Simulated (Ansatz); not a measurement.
CH$_{6}$GeO$_{2}$ (`O[CH2][GeH2][OH]`), relaxed with RKS PBE-D4/def2-SVP in the Gaussian-basis code of Ansatz from a rough embedded geometry. The force threshold is 0.03 eV/Å; the program also tests the step.

Charge 0, multiplicity 1.

Start:

```xyz
10

O     0.788    0.671    1.605
C     0.640    0.603    0.256
Ge   -0.613   -0.814   -0.079
O    -0.881   -0.994   -1.945
H     1.465    1.467    1.759
H     1.618    0.377   -0.258
H     0.224    1.542   -0.179
H    -1.969   -0.517    0.540
H    -0.017   -2.197    0.441
H    -1.256   -0.138   -2.140
```

(1) By how much does the energy fall, and how many steps does the optimiser take? (An estimate is asked.)

(2) Which bonds change most? (Estimate.)

(3) Give the relaxed structure. (Estimate.)

## Answers

(1) Computed: 39.41 kJ/mol, in 6 steps.

(2) Computed: Ge3–O4 from 1.894 to 1.810 Å; O1–H5 from 1.056 to 0.974 Å; C2–Ge3 from 1.921 to 1.983 Å; O1–C2 from 1.359 to 1.418 Å.

(3) The calculation gave: 
```xyz
10

O     0.775    0.737    1.663
C     0.688    0.648    0.251
Ge   -0.606   -0.810   -0.114
O    -0.853   -0.995   -1.897
H     1.442    1.412    1.886
H     1.655    0.384   -0.242
H     0.321    1.588   -0.232
H    -1.957   -0.497    0.598
H    -0.032   -2.176    0.328
H    -1.432   -0.291   -2.240
```
